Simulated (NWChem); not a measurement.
CH$_{6}$BOP; SMILES CB(O)P

```xyz
10

B     -0.0899    -0.4718     0.0050
C      1.1939    -1.3870     0.0240
H      1.6443    -1.3981    -0.9842
H      0.9879    -2.4333     0.3062
H      1.9695    -0.9942     0.7002
O     -1.3497    -0.9736     0.0179
H     -1.3686    -1.9364     0.0665
P      0.0495     1.4573     0.0852
H     -1.0023     1.7719    -0.8220
H      1.1101     1.6014    -0.8565
```
Atoms are numbered in this order, from 1.

Program: NWChem. Coordinates come from a PBE0/def2-SVP optimisation. Total energies compare along this basis series because the functional is fixed.

```json
[
 {"level": "PBE0/pcseg-1", "basis functions": "90", "energy (Ha)": "-482.8597", "highest occupied level (eV)": "-7.07", "orbital gap (eV)": "7.06", "dipole (D)": "2.63"},
 {"level": "PBE0/aug-pcseg-1", "basis functions": "150", "energy (Ha)": "-482.8692", "highest occupied level (eV)": "-7.12", "orbital gap (eV)": "6.70", "dipole (D)": "2.41"},
 {"level": "PBE0/pcseg-2", "basis functions": "208", "energy (Ha)": "-482.9767", "highest occupied level (eV)": "-7.09", "orbital gap (eV)": "6.95", "dipole (D)": "2.46"},
 {"level": "PBE0/STO-3G", "basis functions": "30", "energy (Ha)": "-477.2313", "highest occupied level (eV)": "-3.88", "orbital gap (eV)": "7.61", "dipole (D)": "1.99"},
 {"level": "PBE0/def2-SVP", "basis functions": "90", "energy (Ha)": "-482.6934", "highest occupied level (eV)": "[?]", "orbital gap (eV)": "7.05", "dipole (D)": "2.62"}
]
```

### Question
Some entries are withheld; supply them.

### Answer

- PBE0/def2-SVP, highest occupied level (eV): -6.93
